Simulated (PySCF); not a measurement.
Compound: C2H5ISi2.
Numbering: `[SiH3:1][C:2]#[C:3][SiH2:4][I:5]` (hydrogens: H6, H7, H8 on Si1; H9, H10 on Si4)

Method: PBE0-D3(BJ)/def2-SVP geometry optimisation, gas phase, def2 core potentials past Kr in PySCF 2.14.0.

Question: List the bond lengths and angles at this level.

Answer: 
```csv
bond,length (Å),order
Si1–C2,1.839,single
C2≡C3,1.225,triple
C3–Si4,1.825,single
Si4–I5,2.448,single
"Si1–H6, Si1–H7, Si1–H8",1.491,single
"Si4–H9, Si4–H10",1.487,single
```

Bonds in one row agree within 0.01 Å and their mean is given. Orders are formal, as drawn. A selection of angles:
```csv
angle,degrees
C2–Si1–H6,109.0
H6–Si1–H7,109.9
Si1–C2–C3,179.5
C2–C3–Si4,179.2
C3–Si4–I5,109.1
C3–Si4–H9,110.2
I5–Si4–H9,108.1
H9–Si4–H10,111.1
```

Si4 (SiH2 silicon) is tetrahedral (angles from 108.1° to 111.1°). The 5 heavy atoms lie in one plane (0.001 Å rms). Si1 (SiH3 silicon) is tetrahedral (angles from 109.0° to 109.9°).

No PBE0-D3(BJ)/def2-SVP frequencies stand behind this structure, so it isn't proved a minimum.

The run took 45 s wall on Arm Neoverse V1, one thread (shared host), and the process peaked at 0.58 GiB of memory. These figures are those of the optimisation.
